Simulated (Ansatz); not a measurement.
Ansatz (a quantum-chemistry and plane-wave program) input (B3LYP-D3(BJ)/def2-TZVP):

Ansatz 0.2 input:
```yaml
crystal:
  periodic: [false, false, false]
  atoms:
    - {symbol: C, position_ang: [-1.56289751, 0.07488891, -0.02921117]}
    - {symbol: C, position_ang: [-0.35967586, -0.44105238, -0.71570794]}
    - {symbol: C, position_ang: [0.95593966, -0.09731581, -0.06182134]}
    - {symbol: O, position_ang: [1.07916202, 0.54670366, 0.94593619]}
    - {symbol: H, position_ang: [-1.46340044, 0.65405543, 0.87601448]}
    - {symbol: H, position_ang: [-2.54601833, -0.12457396, -0.42903952]}
    - {symbol: H, position_ang: [-0.29230953, -0.09028344, -1.75903592]}
    - {symbol: H, position_ang: [-0.37919533, -1.53842485, -0.82296003]}
    - {symbol: H, position_ang: [1.84742969, -0.49352672, -0.59202579]}
basis:
  gaussian:
    orbitals: def2-TZVP
hamiltonian:
  xc: b3lyp
  dispersion: d3bj
magnetization: {spin_polarized: true, initial_magnetization: 1}
phonons: {temperatures: {t_min: 298.15, t_max: 298.15, t_step: 100}}
```

Output:

```
Functional definition: B3LYP
integrals: 0.05 GiB planned
911 factors; their error is unknown
mean field: 0.73 GiB planned
mean field evaluation 1: about -5232.0297 eV, gradient 4.3e1 eV
mean field evaluation 2: about -5223.4945 eV, gradient 6.3e1 eV
mean field evaluation 4: about -5239.6415 eV, gradient 3.9e0 eV
mean field evaluation 8: about -5239.7066 eV, gradient 7.5e-2 eV
mean field evaluation 16: about -5239.6931 eV, gradient 4.3e-4 eV
mean field -5239.69308111 eV, -192.5551691394 hartree, gradient 4.1e-5 eV, S^2 0.753898; 0 other end points of the search recorded, 0 dependent functions left out
the calculation of the forces begins
reference -5239.69332118 eV, -192.5551779617 hartree; 16, 15 occupied and 138, 139 virtual orbitals, 911 factors
these checks for a lower state are left out or cut short: stability, starts, cluster_reference, orbital_swaps, neighbouring_geometries, increment
integrals: 0.05 GiB planned
911 factors; their error is unknown
mean field: 0.72 GiB planned
mean field -5239.69289627 eV, -192.5551623465 hartree, gradient 1.9e-6 eV, S^2 0.753896; 0 other end points of the search recorded, 0 dependent functions left out
the calculation of the forces begins
reference -5239.69313634 eV, -192.5551711690 hartree; 16, 15 occupied and 138, 139 virtual orbitals, 911 factors
these checks for a lower state are left out or cut short: stability, starts, cluster_reference, orbital_swaps, neighbouring_geometries, increment
integrals: 0.05 GiB planned
911 factors; their error is unknown
mean field: 0.72 GiB planned
mean field evaluation 32: about -5239.6925 eV, gradient 3.5e-1 eV
mean field -5239.69289522 eV, -192.5551623081 hartree, gradient 2.0e-6 eV, S^2 0.753901; 0 other end points of the search recorded, 0 dependent functions left out
the calculation of the forces begins
reference -5239.69313529 eV, -192.5551711302 hartree; 16, 15 occupied and 138, 139 virtual orbitals, 911 factors
these checks for a lower state are left out or cut short: stability, starts, cluster_reference, orbital_swaps, neighbouring_geometries, increment
integrals: 0.05 GiB planned
911 factors; their error is unknown
mean field: 0.72 GiB planned
mean field -5239.69295688 eV, -192.5551645740 hartree, gradient 2.0e-6 eV, S^2 0.753901; 0 other end points of the search recorded, 0 dependent functions left out
the calculation of the forces begins
reference -5239.69319698 eV, -192.5551733974 hartree; 16, 15 occupied and 138, 139 virtual orbitals, 911 factors
these checks for a lower state are left out or cut short: stability, starts, cluster_reference, orbital_swaps, neighbouring_geometries, increment
integrals: 0.05 GiB planned
911 factors; their error is unknown
mean field: 0.73 GiB planned
mean field -5239.69301296 eV, -192.5551666348 hartree, gradient 2.0e-6 eV, S^2 0.753895; 0 other end points of the search recorded, 0 dependent functions left out
the calculation of the forces begins
reference -5239.69325300 eV, -192.5551754560 hartree; 16, 15 occupied and 138, 139 virtual orbitals, 911 factors
these checks for a lower state are left out or cut short: stability, starts, cluster_reference, orbital_swaps, neighbouring_geometries, increment
integrals: 0.05 GiB planned
911 factors; their error is unknown
mean field: 0.73 GiB planned
mean field -5239.69292082 eV, -192.5551632486 hartree, gradient 2.0e-6 eV, S^2 0.753900; 0 other end points of the search recorded, 0 dependent functions left out
the calculation of the forces begins
reference -5239.69316098 eV, -192.5551720745 hartree; 16, 15 occupied and 138, 139 virtual orbitals, 911 factors
these checks for a lower state are left out or cut short: stability, starts, cluster_reference, orbital_swaps, neighbouring_geometries, increment
integrals: 0.05 GiB planned
[...]
these checks for a lower state are left out or cut short: stability, starts, cluster_reference, orbital_swaps, neighbouring_geometries, increment
integrals: 0.05 GiB planned
911 factors; their error is unknown
mean field: 0.73 GiB planned
mean field -5239.69305217 eV, -192.5551680759 hartree, gradient 2.0e-6 eV, S^2 0.753895; 0 other end points of the search recorded, 0 dependent functions left out
the calculation of the forces begins
reference -5239.69329223 eV, -192.5551768977 hartree; 16, 15 occupied and 138, 139 virtual orbitals, 911 factors
these checks for a lower state are left out or cut short: stability, starts, cluster_reference, orbital_swaps, neighbouring_geometries, increment
integrals: 0.05 GiB planned
911 factors; their error is unknown
mean field: 0.73 GiB planned
mean field -5239.69304715 eV, -192.5551678914 hartree, gradient 2.0e-6 eV, S^2 0.753902; 0 other end points of the search recorded, 0 dependent functions left out
the calculation of the forces begins
reference -5239.69328723 eV, -192.5551767141 hartree; 16, 15 occupied and 138, 139 virtual orbitals, 911 factors
these checks for a lower state are left out or cut short: stability, starts, cluster_reference, orbital_swaps, neighbouring_geometries, increment
integrals: 0.05 GiB planned
911 factors; their error is unknown
mean field: 0.73 GiB planned
mean field evaluation 192: about -5239.6930 eV, gradient 5.3e-3 eV
mean field -5239.69301645 eV, -192.5551667630 hartree, gradient 2.0e-6 eV, S^2 0.753893; 0 other end points of the search recorded, 0 dependent functions left out
the calculation of the forces begins
reference -5239.69325649 eV, -192.5551755842 hartree; 16, 15 occupied and 138, 139 virtual orbitals, 911 factors
these checks for a lower state are left out or cut short: stability, starts, cluster_reference, orbital_swaps, neighbouring_geometries, increment
integrals: 0.05 GiB planned
911 factors; their error is unknown
mean field: 0.73 GiB planned
mean field -5239.69304997 eV, -192.5551679951 hartree, gradient 2.0e-6 eV, S^2 0.753904; 0 other end points of the search recorded, 0 dependent functions left out
the calculation of the forces begins
reference -5239.69329007 eV, -192.5551768184 hartree; 16, 15 occupied and 138, 139 virtual orbitals, 911 factors
these checks for a lower state are left out or cut short: stability, starts, cluster_reference, orbital_swaps, neighbouring_geometries, increment
integrals: 0.05 GiB planned
911 factors; their error is unknown
mean field: 0.73 GiB planned
mean field -5239.69306554 eV, -192.5551685672 hartree, gradient 2.0e-6 eV, S^2 0.753899; 0 other end points of the search recorded, 0 dependent functions left out
the calculation of the forces begins
reference -5239.69330561 eV, -192.5551773896 hartree; 16, 15 occupied and 138, 139 virtual orbitals, 911 factors
these checks for a lower state are left out or cut short: stability, starts, cluster_reference, orbital_swaps, neighbouring_geometries, increment
integrals: 0.05 GiB planned
911 factors; their error is unknown
mean field: 0.73 GiB planned
mean field -5239.69306702 eV, -192.5551686215 hartree, gradient 2.0e-6 eV, S^2 0.753898; 0 other end points of the search recorded, 0 dependent functions left out
the calculation of the forces begins
reference -5239.69330708 eV, -192.5551774436 hartree; 16, 15 occupied and 138, 139 virtual orbitals, 911 factors
these checks for a lower state are left out or cut short: stability, starts, cluster_reference, orbital_swaps, neighbouring_geometries, increment
integrals: 0.05 GiB planned
911 factors; their error is unknown
mean field: 0.73 GiB planned
mean field -5239.69305671 eV, -192.5551682425 hartree, gradient 2.0e-6 eV, S^2 0.753898; 0 other end points of the search recorded, 0 dependent functions left out
the calculation of the forces begins
reference -5239.69329677 eV, -192.5551770646 hartree; 16, 15 occupied and 138, 139 virtual orbitals, 911 factors
these checks for a lower state are left out or cut short: stability, starts, cluster_reference, orbital_swaps, neighbouring_geometries, increment
integrals: 0.05 GiB planned
911 factors; their error is unknown
mean field: 0.73 GiB planned
mean field evaluation 224: about -5239.7029 eV, gradient 3.1e-4 eV
mean field -5239.69306280 eV, -192.5551684664 hartree, gradient 1.9e-6 eV, S^2 0.753899; 0 other end points of the search recorded, 0 dependent functions left out
the calculation of the forces begins
reference -5239.69330287 eV, -192.5551772889 hartree; 16, 15 occupied and 138, 139 virtual orbitals, 911 factors
these checks for a lower state are left out or cut short: stability, starts, cluster_reference, orbital_swaps, neighbouring_geometries, increment
integrals: 0.05 GiB planned
911 factors; their error is unknown
mean field: 0.73 GiB planned
mean field -5239.69297536 eV, -192.5551652531 hartree, gradient 2.0e-6 eV, S^2 0.753896; 0 other end points of the search recorded, 0 dependent functions left out
the calculation of the forces begins
reference -5239.69321536 eV, -192.5551740729 hartree; 16, 15 occupied and 138, 139 virtual orbitals, 911 factors
these checks for a lower state are left out or cut short: stability, starts, cluster_reference, orbital_swaps, neighbouring_geometries, increment
integrals: 0.05 GiB planned
911 factors; their error is unknown
mean field: 0.73 GiB planned
mean field -5239.69301634 eV, -192.5551667592 hartree, gradient 2.0e-6 eV, S^2 0.753901; 0 other end points of the search recorded, 0 dependent functions left out
the calculation of the forces begins
reference -5239.69325648 eV, -192.5551755840 hartree; 16, 15 occupied and 138, 139 virtual orbitals, 911 factors
these checks for a lower state are left out or cut short: stability, starts, cluster_reference, orbital_swaps, neighbouring_geometries, increment
integrals: 0.05 GiB planned
911 factors; their error is unknown
mean field: 0.73 GiB planned
mean field -5239.69303455 eV, -192.5551674281 hartree, gradient 1.9e-6 eV, S^2 0.753898; 0 other end points of the search recorded, 0 dependent functions left out
the calculation of the forces begins
reference -5239.69327460 eV, -192.5551762500 hartree; 16, 15 occupied and 138, 139 virtual orbitals, 911 factors
these checks for a lower state are left out or cut short: stability, starts, cluster_reference, orbital_swaps, neighbouring_geometries, increment
integrals: 0.05 GiB planned
911 factors; their error is unknown
mean field: 0.72 GiB planned
mean field evaluation 256: about -5239.6930 eV, gradient 5.3e-3 eV
mean field -5239.69303979 eV, -192.5551676207 hartree, gradient 2.0e-6 eV, S^2 0.753898; 0 other end points of the search recorded, 0 dependent functions left out
the calculation of the forces begins
reference -5239.69327986 eV, -192.5551764433 hartree; 16, 15 occupied and 138, 139 virtual orbitals, 911 factors
these checks for a lower state are left out or cut short: stability, starts, cluster_reference, orbital_swaps, neighbouring_geometries, increment
integrals: 0.05 GiB planned
911 factors; their error is unknown
mean field: 0.73 GiB planned
mean field -5239.69306167 eV, -192.5551684248 hartree, gradient 1.9e-6 eV, S^2 0.753899; 0 other end points of the search recorded, 0 dependent functions left out
the calculation of the forces begins
reference -5239.69330176 eV, -192.5551772482 hartree; 16, 15 occupied and 138, 139 virtual orbitals, 911 factors
these checks for a lower state are left out or cut short: stability, starts, cluster_reference, orbital_swaps, neighbouring_geometries, increment
integrals: 0.05 GiB planned
911 factors; their error is unknown
mean field: 0.73 GiB planned
mean field -5239.69302774 eV, -192.5551671779 hartree, gradient 2.0e-6 eV, S^2 0.753898; 0 other end points of the search recorded, 0 dependent functions left out
the calculation of the forces begins
reference -5239.69326778 eV, -192.5551759991 hartree; 16, 15 occupied and 138, 139 virtual orbitals, 911 factors
Total energy: -5239.94045435 eV, -192.5642599380 hartree
Atom 0 at    -1.562898     0.074889    -0.029211 Å, force     0.000093    -0.000217    -0.000327 eV/Å
Atom 1 at    -0.359676    -0.441052    -0.715708 Å, force    -0.000687     0.001053     0.001565 eV/Å
Atom 2 at     0.955940    -0.097316    -0.061821 Å, force    -0.001120     0.000233     0.000257 eV/Å
Atom 3 at     1.079162     0.546704     0.945936 Å, force    -0.000201    -0.000496    -0.000785 eV/Å
Atom 4 at    -1.463400     0.654055     0.876014 Å, force     0.000023    -0.000512    -0.000790 eV/Å
Atom 5 at    -2.546018    -0.124574    -0.429040 Å, force     0.000795     0.000145     0.000298 eV/Å
Atom 6 at    -0.292310    -0.090283    -1.759036 Å, force     0.000193    -0.000078     0.000115 eV/Å
Atom 7 at    -0.379195    -1.538425    -0.822960 Å, force     0.000205     0.000120    -0.000014 eV/Å
Atom 8 at     1.847430    -0.493527    -0.592026 Å, force     0.000699    -0.000248    -0.000319 eV/Å
Dipole moment:    -0.142366    -0.301344    -0.479405 e Å
Vibrations: 142.97 166.57 275.71 477.09 663.71 684.82 860.97 1000.29 1005.85 1119.26 1201.22 1360.69 1409.32 1417.65 1454.05 1809.44 2878.19 2947.94 2950.06 3165.49 3274.21 cm⁻¹, zero-point energy 1.876221 eV
```

It need not be the lowest isomer of its formula.
